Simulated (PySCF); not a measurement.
Electron correlation in B (boron, neutral)

[He] 2s2 3d1, 2D determinant (an excited configuration). Calculation: PySCF 2.14, in aug-cc-pVQZ; no relativity, point nucleus. Frozen: 1s2; 3 electrons correlated.

| level | correlation energy (mhartree) |
| --- | --- |
| CCSD | -55.28 |
| (T) | -7.18 |
| CCSD(T) | -62.46 |

Diagnostics: T1 = 0.043, D1 = 0.1006, largest double amplitude 0.415.

**Question.** Is a single reference adequate?

**Answer.** Not fully. The outer electron is Rydberg-like, and this basis confines it to a smaller radius and binds it less than a complete one would. T1 exceeds 0.03, a sign that the reference determinant is poor. A double-excitation amplitude exceeds 0.15, a sign of near-degeneracy.
